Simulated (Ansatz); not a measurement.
System: C₂H₅GeO₂ (charge 0, doublet). It need not be the lowest isomer of its formula. SMILES: [CH2]C(=O)[O][GeH3]
Geometry from a B3LYP-D3(BJ)/def2-TZVP (Ansatz, a quantum-chemistry and plane-wave program) optimisation:
```
O
C 1 1.3424
O 2 1.2234 1 122.23
C 2 1.4432 3 123.62 1 -180.00
H 4 1.0790 2 118.40 3 0.00
H 4 1.0794 5 120.70 2 180.00
Ge 1 1.8404 2 114.71 3 0.00
H 7 1.5302 1 108.89 2 62.07
H 7 1.5302 8 113.44 1 121.41
H 7 1.5336 8 112.23 9 128.50
```
Charge 0, spin multiplicity 2.

Parts of the frozen-core correlation energy in STO-3G (Ansatz, hartree). Frozen orbitals: 18; correlated occupied orbitals by spin: 15 and 14; virtual: 10 and 11. Open shells are spin-unrestricted. Spin-orbit coupling is left out. No relativistic terms.

| term | value |
|---|---|
| reference (HF) | -2277.14299 |
| MP2 opposite-spin | -0.15922 |
| MP2 same-spin | -0.03443 |
| CCSD correlation | -0.26359 |
| (T) | -0.00734 |
| T1 diagnostic | 0.034 |
| largest doubles amplitude | 0.107 |
| <S^2> of the reference | 1.015 |
